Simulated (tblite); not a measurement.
Species: C₇H₁₅P.
Geometry (GFN2-xTB, Å), atoms numbered from 1 in this order:
```
atom  x, y, z in Å
C1    -2.1168   -1.2478   -0.4720
C2    -0.9209   -0.4466    0.0401
C3    -1.2079    1.0517   -0.0604
C4    -0.1079    1.9050    0.5597
P5     1.5546    1.7026   -0.2417
C6     1.6249   -0.1680   -0.2534
C7     2.0564   -0.6771    1.1203
C8     0.3325   -0.8142   -0.7569
H9    -2.3103   -1.0185   -1.5183
H10   -3.0105   -1.0112    0.1016
H11   -1.9282   -2.3156   -0.3849
H12   -0.7630   -0.7039    1.0928
H13   -2.1525    1.2712    0.4461
H14   -1.3281    1.3223   -1.1138
H15   -0.3683    2.9656    0.4922
H16    0.0078    1.6724    1.6228
H17    1.0649    1.7945   -1.5547
H18    2.4228   -0.4177   -0.9670
H19    2.1568   -1.7615    1.1106
H20    3.0168   -0.2425    1.3929
H21    1.3355   -0.4065    1.8886
H22    0.4614   -1.9008   -0.7330
H23    0.1751   -0.5265   -1.8013
```

Computed with GFN2-xTB (tblite): harmonic, unscaled wavenumbers at the GFN2-xTB geometry, gas phase. The method is semi-empirical: single wavenumbers can be off by several per cent or more. Modes of hydrogen on phosphorus can be 10 to 20 % off. One conformer, not necessarily the lowest.

Harmonic wavenumbers (cm⁻¹): 107.3, 148.4, 201.6, 216.2, 228.0, 277.0, 307.6, 318.8, 346.1, 441.6, 459.5, 573.5, 639.9, 699.7, 749.7, 836.7, 844.2, 865.1, 911.2, 931.1, 966.3, 974.2, 1017.2, 1035.0, 1066.6, 1077.8, 1107.0, 1118.1, 1160.8, 1174.5, 1205.5, 1228.8, 1259.4, 1285.7, 1290.4, 1303.8, 1315.9, 1356.2, 1368.8, 1410.3, 1418.5, 1451.1, 1479.0, 1491.2, 1496.7, 1502.3, 1504.7, 1506.0, 2227.6, 2882.0, 2932.3, 2933.6, 2936.9, 2944.5, 2951.1, 2955.4, 2958.1, 3011.1, 3018.8, 3024.5, 3027.6, 3032.0, 3035.3.

A = 2371, B = 1398, C = 1060 MHz; mass 130.091 u (most abundant isotopes); point group C1, symmetry number 1.

Question: Zero-point energy?

Answer: Half the sum of the wavenumbers: 44773 cm⁻¹ = 128.01 kcal/mol.

Question: Entropy at 273.15 K, 1 bar (ideal gas, RRHO, classical rotation)?

Answer: Translation 40.09, rotation 28.64, vibration 19.85: S = 88.6 cal/(mol K).

Question: And Cp and H(273.15 K) − H(0)?

Answer: Cp = 35.05 cal/(mol K), of which vibrations give 27.10 (their classical limit is 63 R = 125.2); H(273.15 K) − H(0) = 5.47 kcal/mol without the zero-point energy, 3.30 from vibrations.

Question: Blend soft modes into free rotors: weight 1/[1 + (100 cm⁻¹/ν̃)⁴] for the oscillator and the rest for a rotor with moment μB/(μ + B), μ = h/(8π²ν), B = 10⁻⁴⁴ kg m². What vibrational entropy results?

Answer: 19.68 cal/(mol K) in place of 19.85, which changes −T·S at 273.15 K by +0.05 kcal/mol.

Question: How do the functions run with temperature in this model?

Answer: 
```csv
T (K),S (cal/(mol K)),Cp (cal/(mol K)),H − H(0) (kcal/mol),G − H(0) (kcal/mol),ln q(vib)
150,72.2,21.5,2.01,-8.81,1.38
250,85.6,32.3,4.69,-16.71,3.41
298.15,91.8,38.1,6.38,-20.98,4.48
400,104.7,50.6,10.90,-30.99,6.88
600,129.3,71.0,23.17,-54.43,11.91
900,162.3,91.2,47.74,-98.30,19.60
```

q(vib) and H(0) count from the zero-point level.

Question: Which modes carry the vibrational entropy at 273.15 K?

Answer: 107.3 cm⁻¹: 3.15; 148.4 cm⁻¹: 2.53; 201.6 cm⁻¹: 1.96; 216.2 cm⁻¹: 1.83; 228.0 cm⁻¹: 1.74; 277.0 cm⁻¹: 1.40 cal/(mol K); the other 57 give 7.24 together.

Hindered rotation and anharmonicity are outside this model. Other conformers, if any are populated, would add a mixing term that is left out. The structure is chiral; the term R ln 2 for an equal mix with its mirror image is left out.

The run took 0.98 s of wall time on one thread, Arm Neoverse V1 (aarch64), no GPU, on a shared host. The figure is for the frequency step alone.
